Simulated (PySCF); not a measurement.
BBr₃, SMILES Br[B-](Br)Br, charge -1, multiplicity 2.

Coordinates come from a r2SCAN-D4/def2-SVPD optimisation.

Method: PySCF with r2SCAN-D4/def2-SVPD.

Frequencies are harmonic and unscaled.

Modes within 1.5 cm⁻¹ of each other (mostly degenerate sets) share a row, with their intensities summed.

**Question.** Give all harmonic wavenumbers and intensities. (An estimate is asked for; the answer gives what the named calculation found.)

**Answer.** 
| mode | ν (cm⁻¹) | IR (km/mol) | moving atoms (share of kinetic energy) |
|---|---|---|---|
| 1–2 | 128 | 1.3 | Br 98 % |
| 3 | 194 | 0.4 | Br 95 % |
| 4 | 406 | 2.8 | B 90 %, Br 10 % |
| 5–6 | 587 | 403.8 | B 93 % |
